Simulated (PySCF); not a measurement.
# Dipole response of Ni⁺ (nickel, charge +1)

[Ar] 3d8 4s1, high-spin 4F determinant (an excited configuration). Calculation: PySCF 2.14, in aug-cc-pVTZ with one added diffuse shell each of s, p, d, f, g type (9s8p6d4f3g, 118 functions); the non-relativistic Hamiltonian (point nucleus). Coupled (time-dependent) response in atomic units; α is the mean over directions.

```
method  mean α (bohr³)  C₆ (like pair)  S(−4)
  PBE0           22.86           105.1  446.1
```

S(−4) is the Cauchy moment in α(ω) = α(0) + S(−4) ω² + …

α(iu) at PBE0:

| u (hartree) | α(iu) (bohr³) |
| --- | --- |
| 0 | 22.86 |
| 0.0500 | 21.80 |
| 0.100 | 19.23 |
| 0.200 | 13.51 |
| 0.300 | 9.560 |
| 0.500 | 5.639 |
| 0.750 | 3.628 |
| 1.00 | 2.657 |
| 1.50 | 1.707 |
| 2.00 | 1.233 |
| 3.00 | 0.7553 |
| 5.00 | 0.3797 |

A single London oscillator, α(iu) = α/(1 + u²/ω²), gives C₆ = (3/4) ω α². Matching the computed C₆ needs ω = 4 × 105.1 / (3 × 22.86²) = 0.268 hartree.

For an ion, C₆ is the dispersion term alone; charge-induced terms of lower order in 1/R come first.
